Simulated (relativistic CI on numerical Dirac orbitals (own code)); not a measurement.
**Forbidden transitions in W³⁵⁺**

Calculated at this level of theory: Dirac-Coulomb-Breit CI, separate exchange-only KLI orbitals for each configuration, model QED (radiative potential, 1s self-energy scaled to tabulated hydrogen-like ionisation energies), unscaled Slater integrals (own radial code, finite nucleus).

Configurations in the expansion (outside the closed core [Ar] 3d10): 4s2 4p6 4d3, 4s2 4p6 4d2 4f, 4s2 4p5 4d4, 4s 4p6 4d4, 4s2 4p5 4d3 4f, 4s 4p6 4d3 4f, 4s2 4p6 4d2 5s, 4s2 4p6 4d 4f 5s, 4s2 4p6 4d2 5p, 4s2 4p6 4d2 5d, 4s2 4p5 4d3 5s, 4p6 4d4 4f, 4s2 4p6 4d2 5f, 4s2 4p5 4d3 5p, 4s2 4p6 4d 5s 5p, 4s 4p6 4d2 4f 5s, 4s2 4p6 4d2 5g, 4s 4p6 4d3 5s, 4s2 4p6 4d2 6s, 4s2 4p6 4d2 6p, 4s2 4p6 4d2 6f, 4s2 4p6 4d2 7p, 4s2 4p6 4d 4f2, 4s2 4p6 4f3, 4s2 4p5 4d 4f3, 4s 4p6 4d 4f3, 4s2 4p6 4f2 5s, 4s2 4p6 4d 5s2, 4s2 4p6 4f 5s2, 4s2 4p5 4d 4f 5s2, 4s 4p6 4d 4f 5s2, 4s2 4p6 4d 5p2, 4s2 4p6 4f 5p2, 4s2 4p5 4d 4f 5p2, 4s 4p6 4d 4f 5p2, 4s2 4p6 5s 5p2. Double excitations out of closed p, d and f shells are left out; levels of such configurations are missing from the list, as are those of other unlisted configurations, and high levels can miss mixing partners. These lack a partner that the ground configuration has and come out too high: 4s2 4p6 4d2 5p, 4s2 4p6 4d2 5d, 4s2 4p5 4d3 5s, 4s2 4p6 4d2 5f, 4s2 4p5 4d3 5p.

```
λ vac (Å)                          Lower                          Upper  Type   A (s⁻¹)  log gf
   62.500       4s2 4p6 4d3 2H_11/2 [12]  4s2 4p6 4d2 4f 4I°_15/2 [148]    M2  1.51e+04   -6.85
   65.656      4s2 4p5 4d4 4I°_15/2 [50]   4s2 4p5 4d3 4f 4L_19/2 [373]    M2  1.25e+04   -6.79
   70.533       4s2 4p6 4d3 2H_11/2 [12]      4s2 4p5 4d4 2K°_15/2 [87]    M2  2.94e+03   -7.45
   350.08         4s2 4p6 4d3 4F_5/2 [2]        4s2 4p6 4d3 2D_3/2 [16]    M1  1.80e+04   -5.88
   377.97         4s2 4p6 4d3 4P_3/2 [3]        4s2 4p6 4d3 2D_3/2 [16]    M1  1.02e+04   -6.06
   407.08         4s2 4p6 4d3 4F_7/2 [8]        4s2 4p6 4d3 2D_5/2 [19]    M1  2.60e+04   -5.41
   444.57         4s2 4p6 4d3 4F_5/2 [2]        4s2 4p6 4d3 2F_7/2 [15]    M1  2.41e+03   -6.24
   447.30         4s2 4p6 4d3 4F_3/2 [1]         4s2 4p6 4d3 4P_5/2 [7]    M1  5.15e+03   -6.03
   456.55         4s2 4p6 4d3 4F_5/2 [2]        4s2 4p6 4d3 2D_5/2 [14]    M1  2.26e+03   -6.37
   462.30        4s2 4p6 4d3 4P_3/2 [10]        4s2 4p6 4d3 2D_5/2 [19]    M1  4.69e+04   -5.05
   500.43        4s2 4p6 4d3 2D_5/2 [13]        4s2 4p6 4d3 2D_5/2 [19]    M1  4.01e+04   -5.04
   508.93         4s2 4p6 4d3 4F_5/2 [2]        4s2 4p6 4d3 2D_5/2 [13]    M1  5.37e+03   -5.90
   518.31         4s2 4p6 4d3 2G_7/2 [4]        4s2 4p6 4d3 2F_7/2 [15]    M1  1.16e+04   -5.43
   526.97         4s2 4p6 4d3 2H_9/2 [5]        4s2 4p6 4d3 2F_7/2 [15]    M1  1.10e+04   -5.43
   534.65         4s2 4p6 4d3 2G_7/2 [4]        4s2 4p6 4d3 2D_5/2 [14]    M1  1.93e+04   -5.30
   548.87  4s2 4p6 4d2 4f 4I°_13/2 [126]  4s2 4p6 4d2 4f 2K°_15/2 [178]    M1  3.91e+04   -4.55
   553.11         4s2 4p6 4d3 4P_5/2 [7]        4s2 4p6 4d3 2D_3/2 [16]    M1  3.97e+04   -5.14
   553.96        4s2 4p6 4d3 4P_3/2 [10]        4s2 4p6 4d3 2D_3/2 [18]    M1  4.35e+04   -5.10
   555.52         4s2 4p6 4d3 4F_5/2 [2]        4s2 4p6 4d3 4P_3/2 [10]    M1  3.17e+04   -5.23
   564.07        4s2 4p6 4d3 2D_5/2 [14]        4s2 4p6 4d3 2D_5/2 [19]    M1  2.76e+04   -5.10
   570.10         4s2 4p6 4d3 4P_3/2 [3]        4s2 4p6 4d3 2D_5/2 [13]    M1  3.59e+04   -4.98
   583.48        4s2 4p6 4d3 2F_7/2 [15]        4s2 4p6 4d3 2D_5/2 [19]    M1  1.65e+04   -5.30
   584.92        4s2 4p6 4d3 2P_1/2 [11]        4s2 4p6 4d3 2D_3/2 [18]    M1  2.61e+04   -5.27
   607.93         4s2 4p6 4d3 2G_7/2 [4]        4s2 4p6 4d3 2D_5/2 [13]    M1  2.90e+03   -6.02
   609.62        4s2 4p6 4d3 2D_5/2 [13]        4s2 4p6 4d3 2D_3/2 [18]    M1  4.15e+04   -5.03
   612.71      4s2 4p5 4d4 4H°_13/2 [43]      4s2 4p5 4d4 2K°_15/2 [87]    M1  2.16e+04   -4.71
   614.97         4s2 4p6 4d3 4F_7/2 [8]        4s2 4p6 4d3 2G_9/2 [17]    M1  6.24e+04   -4.45
   620.79         4s2 4p6 4d3 2H_9/2 [5]       4s2 4p6 4d3 2H_11/2 [12]    M1  2.18e+04   -4.82
   629.21         4s2 4p6 4d3 4P_3/2 [3]        4s2 4p6 4d3 4P_3/2 [10]    M1  6.72e+04   -4.80
   639.41         4s2 4p6 4d3 4F_3/2 [1]         4s2 4p6 4d3 4P_1/2 [6]    M1  1.35e+04   -5.78
   658.41         4s2 4p6 4d3 4P_1/2 [6]        4s2 4p6 4d3 2P_1/2 [11]    M1  6.72e+04   -5.06
   663.72         4s2 4p6 4d3 4F_5/2 [2]         4s2 4p6 4d3 4F_7/2 [8]    M1  7.23e+04   -4.42
   671.41         4s2 4p6 4d3 4F_9/2 [9]        4s2 4p6 4d3 2G_9/2 [17]    M1  4.46e+04   -4.52
   686.05      4s2 4p5 4d4 4I°_15/2 [50]      4s2 4p5 4d4 2K°_15/2 [87]    M1  2.31e+04   -4.58
   702.61         4s2 4p6 4d3 4P_1/2 [6]        4s2 4p6 4d3 4P_3/2 [10]    M1  1.15e+04   -5.47
   715.35         4s2 4p6 4d3 4F_3/2 [1]         4s2 4p6 4d3 4P_3/2 [3]    M1  3.62e+04   -4.95
   755.66         4s2 4p6 4d3 2G_7/2 [4]         4s2 4p6 4d3 4F_9/2 [9]    M1  1.94e+04   -4.78
   774.22         4s2 4p6 4d3 2H_9/2 [5]         4s2 4p6 4d3 4F_9/2 [9]    M1  3.15e+04   -4.55
   832.78         4s2 4p6 4d3 4P_5/2 [7]        4s2 4p6 4d3 2F_7/2 [15]    M1  2.92e+03   -5.62
   842.40         4s2 4p6 4d3 4F_3/2 [1]         4s2 4p6 4d3 4F_5/2 [2]    M1  4.36e+04   -4.56
   842.70         4s2 4p6 4d3 2G_7/2 [4]         4s2 4p6 4d3 4F_7/2 [8]    M1  1.64e+04   -4.86
   854.56       4s2 4p6 4d3 2H_11/2 [12]        4s2 4p6 4d3 2G_9/2 [17]    M1  3.49e+03   -5.42
   875.81         4s2 4p6 4d3 4P_5/2 [7]        4s2 4p6 4d3 2D_5/2 [14]    M1  1.34e+04   -5.03
   1091.3         4s2 4p6 4d3 4P_5/2 [7]        4s2 4p6 4d3 2D_5/2 [13]    M1  7.59e+03   -5.09
   1193.7         4s2 4p6 4d3 4P_3/2 [3]         4s2 4p6 4d3 4P_5/2 [7]    M1  2.53e+03   -5.49
```

Terms are leading LS components. Brackets give the number of a level in order of energy, since labels repeat. The list gives strong lines, with weight on those to low levels, among the lowest 400 of 9541 levels, so that lines to higher ones, which can be the strongest, are missing. Levels whose partners in the same complex of configurations lie outside the list can be far off, and so can their lines. Rates are taken at the computed energies, electric ones in the length gauge.

At this charge energies of transitions that change n are usually good to better than 1 %, and those within a shell (Δn = 0) to a few per cent. Terms inside the open d or f shell come out 10 to 20 % too wide with unscaled integrals.

LS names give the leading component of a level, which can be under half, so a name can repeat, a term be missing and a line seem to break the LS rules.
